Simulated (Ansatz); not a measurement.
This geometry of AlClF2H2 (6 atoms, charge 0, multiplicity 1) is a first-order saddle point.

The calculation used Ansatz, RKS PBE-D4/def2-SVP.

```xyz
6
Properties=species:S:1:pos:R:3
Al 0.010 -0.126 0.066
H 0.014 0.177 1.681
F 1.447 0.131 -0.744
F -1.450 0.056 -0.723
Cl 0.076 -2.396 0.950
H 0.051 -1.223 1.738
```

Which two structures does it join? (They come from a converged band through this point; their orientation in space is the band's.)

Bonds broken: Al1–H2, Cl5–H6. Bonds formed: Al1–Cl5, H2–H6. AlClF2H2 becomes AlClF2 + H2.

Image 0:

```xyz
6
Properties=species:S:1:pos:R:3
Al 0.004 0.126 0.055
H -0.001 0.725 1.522
F 1.428 0.090 -0.830
F -1.429 0.014 -0.808
Cl 0.077 -2.362 0.892
H 0.071 -1.975 2.136
```

Image 8:

```xyz
6
Properties=species:S:1:pos:R:3
Al 0.023 -0.662 -0.159
H 0.010 0.254 1.844
F 1.430 0.158 -0.509
F -1.429 0.083 -0.488
Cl 0.081 -2.707 0.279
H 0.035 -0.508 2.002
```

How far does it lie above each of them?

12.2 kJ/mol above the first and 116.1 kJ/mol above the second. This is the barrier of this one path; another mechanism may lie lower. The orbitals stay closed-shell, which can raise the energy where a bond breaks towards radicals; this wasn't checked here.

Run time: 74 s on 2 threads of Arm Neoverse V1, with other jobs on the host, peak memory 0.14 GiB.
